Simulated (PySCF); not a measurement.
OZr, SMILES [O]=[Zr], multiplicity 1.

Geometry: PBE0-D3(BJ)/def2-TZVPD. The spin state was assumed, not searched. The def2 effective core potentials stand for the cores of Zr; spin–orbit coupling is left out.

Calculation: PBE0-D3(BJ)/def2-TZVPD run with PySCF.

Frequencies are harmonic and unscaled.

Problem. List the normal modes with their intensities. (Estimate from the structure and the level; the computed values follow.)

Solution. 
```tsv
mode	ν (cm⁻¹)	IR (km/mol)	moving atoms (share of kinetic energy)
1	1034	185.9	O 85 %, Zr 15 %
```
